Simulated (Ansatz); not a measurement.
Cl2H4OSi2, SMILES `Cl[SiH2]O[SiH2]Cl`, relaxed with RKS PBE-D4/def2-SVP in Ansatz from a rough embedded geometry. The force threshold is 0.03 eV/Å; the program also tests the step.

Total charge 0; spin multiplicity 1.

Start:

```xyz
9

Cl    1.983    0.068   -2.508
Si    1.112    0.671   -0.766
O    -0.110   -0.413   -0.448
Si   -1.048   -0.793    0.819
Cl   -2.409    0.727    0.985
H     2.126    0.628    0.325
H     0.538    2.064   -0.961
H    -0.351   -0.913    2.076
H    -1.841   -2.039    0.479
```

Q: How much energy does the relaxation release, and in how many steps? (Best estimate.)

A: Computed: 14.09 kJ/mol, in 14 steps.

Q: Which bonds change most? (An estimate is asked.)

A: Computed: Si4–H8 from 1.442 to 1.499 Å; O3–Si4 from 1.622 to 1.663 Å; Si4–Cl5 from 2.047 to 2.082 Å; Cl1–Si2 from 2.039 to 2.071 Å.

Q: Give the relaxed structure. (An estimate is asked.)

A: Ansatz gave: 
```xyz
9

Cl    2.220   -0.078   -2.367
Si    1.109    0.719   -0.812
O     0.072   -0.474   -0.273
Si   -1.103   -0.847    0.843
Cl   -2.149    0.881    1.350
H     2.052    1.117    0.285
H     0.327    1.883   -1.338
H    -0.473   -1.384    2.092
H    -2.055   -1.818    0.221
```
